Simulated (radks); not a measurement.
Values are calculated unless marked as measured or tabulated.
Species: neutral thallium. Configuration: [Hg] 6p1 (the NIST ground configuration).

Level of theory: Dirac Kohn-Sham, Slater X-alpha with alpha = 0.657, spin-unpolarised, spherical densities, finite nucleus; open shells fill j = l - 1/2 first; Fermi nuclear charge, rms radius 5.4759 fm (a radial shooting solver on a logarithmic mesh with Libxc functionals).

Energy parts (hartree):
| part | energy |
|---|---|
| total | -20258.8072 |
| kinetic | 23454.9776 |
| electron-nucleus | -51202.2484 |
| Hartree | 7845.2820 |
| exchange | -356.8185 |

Orbitals (lengths in bohr, moments of r in powers of bohr):
| orbital | occ. | eigenvalue (hartree) | <r^2> |
|---|---|---|---|
| 1s1/2 | 2 | -3136.532 | 0.0003696 |
| 2s1/2 | 2 | -557.9375 | 0.005558 |
| 2p1/2 | 2 | -535.9201 | 0.003915 |
| 2p3/2 | 4 | -460.1266 | 0.005099 |
| 3s1/2 | 2 | -133.0612 | 0.03606 |
| 3p1/2 | 2 | -123.0613 | 0.03277 |
| 3p3/2 | 4 | -106.2183 | 0.03914 |
| 3d3/2 | 4 | -89.57597 | 0.02990 |
| 3d5/2 | 6 | -85.97616 | 0.03163 |
| 4s1/2 | 2 | -29.59182 | 0.1736 |
| 4p1/2 | 2 | -25.27720 | 0.1763 |
| 4p3/2 | 4 | -21.17384 | 0.2083 |
| 4d3/2 | 4 | -14.09798 | 0.2176 |
| 4d5/2 | 6 | -13.33255 | 0.2287 |
| 5s1/2 | 2 | -4.72652 | 0.8641 |
| 4f5/2 | 6 | -4.18928 | 0.2601 |
| 4f7/2 | 8 | -4.02051 | 0.2674 |
| 5p1/2 | 2 | -3.27167 | 1.001 |
| 5p3/2 | 4 | -2.52197 | 1.216 |
| 5d3/2 | 4 | -0.54954 | 2.204 |
| 5d5/2 | 6 | -0.46904 | 2.413 |
| 6s1/2 | 2 | -0.30280 | 7.274 |
| 6p1/2 | 1 | -0.07801 | 15.41 |
| 6p3/2 | 0 | -0.04429 | 23.29 |

The highest occupied level is 6p1/2 at -2.123 eV. For comparison, the ionisation energy in NIST's Atomic Spectra Database is 6.108 eV (measured). In exact Kohn-Sham theory the highest level is minus the ionisation energy, but local and semilocal functionals leave it too shallow, through self-interaction and a potential that decays too fast; potentials with the right tail come closer.

Beside tabulated values, note that spin-unpolarised runs miss the spin-polarisation part of the exchange energy of open shells.
